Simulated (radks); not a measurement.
The numbers below are computed, except where a source is named.
Q: These are the eigenvalues of the occupied orbitals of an atom or ion with whole-number occupations (Ry). Code: a radial shooting solver on a logarithmic mesh with Libxc functionals. Model: scalar-relativistic Kohn-Sham, PBE, spin-unpolarised, spherical densities, point nucleus.

| orbital | eigenvalue |
|---|---|
| 1s | -5596.492 |
| 2s | -979.3135 |
| 2p | -850.7054 |
| 3s | -229.3508 |
| 3p | -191.7523 |
| 3d | -150.4045 |
| 4s | -49.23346 |
| 4p | -36.90483 |
| 4d | -21.77313 |
| 5s | -7.59793 |
| 4f | -4.95751 |
| 5p | -4.43213 |
| 5d | -0.97587 |

Which element is it, and in what charge state? The configuration may be excited.

A: Z = 77, iridium, charge +1: Ir+ in [Xe] 4f14 5d8. The list shows which subshells hold electrons but not how many an open one holds; the 1s level, -2798.2 hartree, gives Z - s = 74.8 by -(Z - s)^2/2, which with screening and relativity narrows Z to a few neighbours, and the depths of the outer levels then fix element, charge and occupations together.
